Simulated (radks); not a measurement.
Values are calculated unless marked as measured or tabulated.
Task: The mean radii <r> (bohr) of the occupied orbitals of an atom or ion are listed with their occupations. Code: a radial shooting solver on a logarithmic mesh with Libxc functionals. Model: non-relativistic Kohn-Sham, PBE, spin-polarised, spherical densities, point nucleus.

| orbital | occ. | <r> |
|---|---|---|
| 1s up | 1 | 0.04018 |
| 1s down | 1 | 0.04018 |
| 2s up | 1 | 0.1769 |
| 2s down | 1 | 0.1769 |
| 2p up | 3 | 0.1522 |
| 2p down | 3 | 0.1522 |
| 3s up | 1 | 0.5007 |
| 3s down | 1 | 0.5003 |
| 3p up | 3 | 0.4994 |
| 3p down | 3 | 0.4988 |
| 3d up | 5 | 0.4873 |
| 3d down | 5 | 0.4862 |
| 4s up | 1 | 1.195 |

Name the element and its charge. Open shells, if any, are filled with parallel spins first.

Result: Z = 38, strontium, charge +9: Sr9+ in [Ar] 3d10 4s1. The 1s radius gives Z: for a bare nucleus <r> = 1.5/Z, 0.03947 bohr for Z = 38, and screening makes it slightly larger (0.04018 here). The occupations add up to 29, and the charge is Z minus that.
